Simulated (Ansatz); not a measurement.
All values below come from PBE-D3(BJ)/def2-TZVP in Ansatz (an electronic-structure program). No frequencies were computed at this level.

Ansatz 0.2 input:
```yaml
crystal:
  periodic: [false, false, false]
  atoms:
    - { symbol: C, position_ang: [0.138612, 1.61419, -0.001477] }
    - { symbol: C, position_ang: [-0.070826, 0.304827, -0.024578] }
    - { symbol: C, position_ang: [-1.422632, -0.255971, -0.350634] }
    - { symbol: Si, position_ang: [1.291506, -0.950306, 0.344839] }
    - { symbol: H, position_ang: [-0.644739, 2.328259, -0.213724] }
    - { symbol: H, position_ang: [1.10368, 2.033244, 0.230877] }
    - { symbol: H, position_ang: [-1.786725, -0.863282, 0.477505] }
    - { symbol: H, position_ang: [-2.145558, 0.533633, -0.54943] }
    - { symbol: H, position_ang: [-1.359948, -0.901478, -1.226189] }
    - { symbol: H, position_ang: [0.888315, -1.770611, 1.492046] }
    - { symbol: H, position_ang: [1.467809, -1.822486, -0.821252] }
    - { symbol: H, position_ang: [2.540505, -0.250019, 0.642016] }
basis:
  gaussian: { orbitals: def2-tzvp }
hamiltonian:
  xc: pbe
  dispersion: d3bj
relax:
  max_steps: 150
```

Output:

```
Functional definition: PBE
1144 factors; their error is unknown
mean field evaluation 1: about -11098.0697 eV, gradient 7.2e1 eV
mean field evaluation 2: about -11069.8686 eV, gradient 1.2e2 eV
mean field evaluation 4: about -11110.4513 eV, gradient 1.5e1 eV
mean field evaluation 8: about -11110.9647 eV, gradient 2.8e-1 eV
mean field evaluation 16: about -11110.9331 eV, gradient 2.6e-4 eV
mean field -11110.93308037 eV, -408.3192594428 hartree, gradient 4.4e-5 eV, S^2 0.000000; 0 other end points of the search recorded, 0 dependent functions left out
reference -11110.93312643 eV, -408.3192611353 hartree; 20, 20 occupied and 158, 158 virtual orbitals, 1144 factors
relax step   1: F+E_penalty+E_count = -11111.18216834 eV  Δ(F+E_penalty+E_count) = +0.000e0 eV  max|allowed force component| = 7.709e-1 eV/Å  Δτ_max = 0.0000 Å  (29 SCF iters, accepted)
these checks for a lower state are left out or cut short: starts, cluster_reference, orbital_swaps, neighbouring_geometries, increment
1144 factors; their error is unknown
mean field -11110.98972523 eV, -408.3213411027 hartree, gradient 1.4e-5 eV, S^2 0.000000; 0 other end points of the search recorded, 0 dependent functions left out
reference -11110.98977134 eV, -408.3213427972 hartree; 20, 20 occupied and 158, 158 virtual orbitals, 1144 factors
relax step   2: F+E_penalty+E_count = -11111.23718684 eV  Δ(F+E_penalty+E_count) = -5.502e-2 eV  max|allowed force component| = 2.664e-1 eV/Å  Δτ_max = 0.0324 Å  (32 SCF iters, accepted)
these checks for a lower state are left out or cut short: starts, cluster_reference, orbital_swaps, neighbouring_geometries, increment
1144 factors; their error is unknown
mean field evaluation 32: about -11110.9964 eV, gradient 1.4e-5 eV
mean field -11110.99644560 eV, -408.3215880718 hartree, gradient 1.4e-5 eV, S^2 0.000000; 0 other end points of the search recorded, 0 dependent functions left out
reference -11110.99649178 eV, -408.3215897691 hartree; 20, 20 occupied and 158, 158 virtual orbitals, 1144 factors
relax step   3: F+E_penalty+E_count = -11111.24350726 eV  Δ(F+E_penalty+E_count) = -6.320e-3 eV  max|allowed force component| = 5.369e-2 eV/Å  Δτ_max = 0.0234 Å  (33 SCF iters, accepted)
these checks for a lower state are left out or cut short: starts, cluster_reference, orbital_swaps, neighbouring_geometries, increment
1144 factors; their error is unknown
mean field -11110.99682467 eV, -408.3216020024 hartree, gradient 1.4e-5 eV, S^2 0.000000; 0 other end points of the search recorded, 0 dependent functions left out
reference -11110.99687087 eV, -408.3216037002 hartree; 20, 20 occupied and 158, 158 virtual orbitals, 1144 factors
relax step   4: F+E_penalty+E_count = -11111.24387453 eV  Δ(F+E_penalty+E_count) = -3.673e-4 eV  max|allowed force component| = 2.232e-2 eV/Å  Δτ_max = 0.0115 Å  (33 SCF iters, accepted)
these checks for a lower state are left out or cut short: starts, cluster_reference, orbital_swaps, neighbouring_geometries, increment
1144 factors; their error is unknown
mean field -11110.99694190 eV, -408.3216063107 hartree, gradient 1.4e-5 eV, S^2 0.000000; 0 other end points of the search recorded, 0 dependent functions left out
reference -11110.99698814 eV, -408.3216080100 hartree; 20, 20 occupied and 158, 158 virtual orbitals, 1144 factors
relax step   5: F+E_penalty+E_count = -11111.24398505 eV  Δ(F+E_penalty+E_count) = -1.105e-4 eV  max|allowed force component| = 1.118e-2 eV/Å  Δτ_max = 0.0117 Å  (33 SCF iters, accepted)
these checks for a lower state are left out or cut short: starts, cluster_reference, orbital_swaps, neighbouring_geometries, increment
1144 factors; their error is unknown
mean field -11110.99698214 eV, -408.3216077894 hartree, gradient 1.4e-5 eV, S^2 0.000000; 0 other end points of the search recorded, 0 dependent functions left out
reference -11110.99702837 eV, -408.3216094883 hartree; 20, 20 occupied and 158, 158 virtual orbitals, 1144 factors
relax step   6: F+E_penalty+E_count = -11111.24401080 eV  Δ(F+E_penalty+E_count) = -2.575e-5 eV  max|allowed force component| = 1.542e-2 eV/Å  Δτ_max = 0.0024 Å  (34 SCF iters, accepted)
these checks for a lower state are left out or cut short: starts, cluster_reference, orbital_swaps, neighbouring_geometries, increment
1144 factors; their error is unknown
mean field -11110.99700118 eV, -408.3216084892 hartree, gradient 1.4e-5 eV, S^2 0.000000; 0 other end points of the search recorded, 0 dependent functions left out
reference -11110.99704741 eV, -408.3216101881 hartree; 20, 20 occupied and 158, 158 virtual orbitals, 1144 factors
relax step   7: F+E_penalty+E_count = -11111.24401480 eV  Δ(F+E_penalty+E_count) = -3.996e-6 eV  max|allowed force component| = 4.248e-3 eV/Å  Δτ_max = 0.0008 Å  (34 SCF iters, accepted)
1144 factors; their error is unknown
mean field evaluation 64: about -11110.9967 eV, gradient 4.5e-1 eV
mean field -11110.99700118 eV, -408.3216084892 hartree, gradient 1.4e-5 eV, S^2 0.000000; 1 other end points of the search recorded, 0 dependent functions left out
reference -11110.99704741 eV, -408.3216101881 hartree; 20, 20 occupied and 158, 158 virtual orbitals, 1144 factors
Total energy: -11111.24406103 eV, -408.3306877711 hartree
Atom 0 at     0.160408     1.608900     0.003900 Å, force     0.001195    -0.000354    -0.000963 eV/Å
Atom 1 at    -0.088488     0.290163    -0.029139 Å, force    -0.003339     0.000070     0.004248 eV/Å
Atom 2 at    -1.452448    -0.257858    -0.357885 Å, force     0.001658    -0.001343    -0.002188 eV/Å
Atom 3 at     1.291345    -0.928585     0.344288 Å, force    -0.000229     0.001923    -0.001225 eV/Å
Atom 4 at    -0.623754     2.344292    -0.209122 Å, force     0.000093    -0.000381     0.000755 eV/Å
Atom 5 at     1.148671     2.007943     0.242636 Å, force     0.000003     0.000285    -0.000652 eV/Å
Atom 6 at    -1.842755    -0.875255     0.467474 Å, force     0.001531     0.000709    -0.000105 eV/Å
Atom 7 at    -2.175423     0.547355    -0.556617 Å, force     0.001239     0.000016    -0.000125 eV/Å
Atom 8 at    -1.414546    -0.913196    -1.243209 Å, force    -0.001253    -0.000042     0.000019 eV/Å
Atom 9 at     0.926847    -1.789923     1.515135 Å, force    -0.000326    -0.000278     0.000675 eV/Å
Atom 10 at     1.513480    -1.842119    -0.822677 Å, force    -0.000090    -0.000426    -0.000453 eV/Å
Atom 11 at     2.556663    -0.191716     0.645215 Å, force    -0.000481    -0.000180     0.000016 eV/Å
Dipole moment:    -0.151836     0.064466    -0.039360 e Å
```

Cost: about 40 core-seconds (a rough figure).
